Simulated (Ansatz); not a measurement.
**What each rung costs, and what it gives**

Saddle point of Si2H6ClOF3, singlet (SiH₂OF₂ ([OH][SiH]([F])[F]) + SiH₃F ([F][SiH3]) + HCl → SiHClOF₂ ([OH][Si]([F])([F])[Cl]) + SiH₄ + HF; bonds formed: Si1–Cl7, Si2–H8, H6–F9; bonds broken: Si1–H8, Si2–F9, H6–Cl7), PBE0-D4/def2-TZVP structure:

```xyz
13
angstrom
Si -0.8980 0.9134 -0.3083
Si 0.9752 -1.5688 -0.0693
F -1.0759 0.2058 -1.7536
F -2.1166 0.2405 0.4461
O -0.9622 2.4719 -0.7623
H 0.6790 0.1754 1.8429
Cl -0.0339 1.6425 1.6952
H 0.4561 0.0442 -0.1921
F 1.1189 -0.7839 1.7212
H 2.2145 -2.2407 0.3815
H -0.2926 -2.2583 0.2239
H 1.1482 -1.4287 -1.5414
H -1.2128 2.5869 -1.6838
```

Barriers are electronic and count from the start structure reached by relaxing down the imaginary mode.

Computed with Ansatz 0.2.0 (basis: as named in each row); correlated methods freeze the cores. B3LYP uses VWN-RPA correlation. Extrapolation: Hartree–Fock as exp(−7.88 √X), correlation as X^−2.97.

Times are rough, for one single point on 4 threads of a shared host (AMD EPYC 7R13), with one NVIDIA H100 (or a share of it) where marked.

The estimate by CCSD(T) at an estimated basis limit (MP2 extrapolated from triple and quadruple zeta, plus CCSD(T) − MP2 in triple zeta) is 54.46 kcal/mol.

| method | basis | time (s) | barrier (kcal/mol) | method less estimate |
| --- | --- | --- | --- | --- |
| HF | STO-3G | under 1 | 53.28 | -1.17 |
| PBE-D4 | STO-3G | under 1 | 1.70 | -52.76 |
| SPW92 | def2-SVP | under 1 | 22.41 | -32.05 |
| PBE-D4 | def2-SVP | 1 | 36.21 | -18.25 |
| B3LYP-D4 | 6-31G | 1 | 45.76 | -8.70 |
| PBE0-D4 | def2-SVP | 2 | 42.04 | -12.42 |
| PBE-D4 | def2-TZVPP | 2 (H100) | 40.55 | -13.91 |
| BLYP-D4 | def2-TZVPP | 2 (H100) | 48.96 | -5.50 |
| B3LYP-D4 | def2-TZVPP | 3 (H100) | 52.84 | -1.62 |
| r2SCAN0-D4 | def2-TZVPP | 3 (H100) | 49.03 | -5.43 |
| r2SCAN-D4 | def2-TZVPP | 3 (H100) | 44.97 | -9.49 |
| SPW92 | def2-TZVPP | 3 (H100) | 27.45 | -27.00 |
| PBE0-D4 | def2-TZVPP | 4 (H100) | 46.40 | -8.06 |
| wB97M-V | def2-TZVPP | 4 (H100) | 50.59 | -3.87 |
| BHLYP-D4 | def2-TZVPP | 4 (H100) | 59.24 | 4.78 |
| RPA on PBE | def2-TZVPP | 4 (H100) | 56.81 | 2.36 |
| B97M-V | def2-TZVPP | 5 (H100) | 49.11 | -5.35 |
| B2PLYP | def2-TZVPP | 5 (H100) | 56.13 | 1.67 |
| wB97X-V | def2-TZVPP | 6 (H100) | 52.72 | -1.74 |
| wB97M-V | def2-SVP | 6 | 45.37 | -9.09 |
| MP2 | def2-QZVPP | 6 (H100) | 53.73 | -0.72 |
| CAM-B3LYP-D4 | def2-TZVPP | 6 (H100) | 54.48 | 0.02 |
| PBE-QIDH | def2-TZVPP | 6 (H100) | 51.80 | -2.66 |
| CCSD(T) | def2-TZVPP | 9 (H100) | 55.89 | 1.43 |
| CCSD(T) | def2-SVP | 20 | 56.82 | 2.36 |

All methods are single points on the PBE0-D4 structures.

No T1 diagnostic of these runs exceeds 0.012.

Labels in which every atom is bracketed show which atoms are joined, not bond orders.
